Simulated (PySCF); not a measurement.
Atoms are numbered as in `[SiH3:1][C@:2]12[CH:3]=[CH:4][C@H:5]1[CH:6]=[CH:7]2` (H(Xn): hydrogen on atom n).

Gas phase, non-relativistic Hamiltonian, a single conformation, fast rotation and ring inversion assumed for equivalent nuclei. Geometry from GFN2-xTB; PBE0/pcSseg-1 with gauge-including orbitals; PySCF 2.14.0 with density-fitted response routines.

References, each an isolated molecule treated in the same way: 13C (186.93 ppm), 1H (31.72 ppm), 29Si (349.16 ppm) vs TMS.

| atoms | nucleus | count | δ (ppm) |
| --- | --- | --- | --- |
| H(C3)/H(C7) | 1H | 2 | ? |
| Si1 | 29Si | 1 | -74.0 |
| C5 | 13C | 1 | ? |
| H(Si1) | 1H | 3 | 4.07 |
| C2 | 13C | 1 | 51.8 |
| H(C4)/H(C6) | 1H | 2 | 6.90 |
| C3/C7 | 13C | 2 | 157.2 |
| C4/C6 | 13C | 2 | 150.3 |
| H(C5) | 1H | 1 | ? |

**Question.** Complete the table.

**Answer.** 
- C5: 56.1 ppm, allylic sp3 CH
- H(C3)/H(C7): 7.02 ppm, hydrogen on an alkene CH; a vinylic proton, deshielded by the sp2 carbon and the C=C anisotropy
- H(C5): 3.97 ppm, hydrogen on an allylic sp3 CH

Shifts are as computed. Against solution values, carbons near 30 ppm lie about +3 ppm off and those near 130 ppm about +5 ppm. Of 1309 compounds with measured shifts, 239 miss one by over three times the rms of a fit or turn the order of signals round; such compounds aren't used in these exercises.
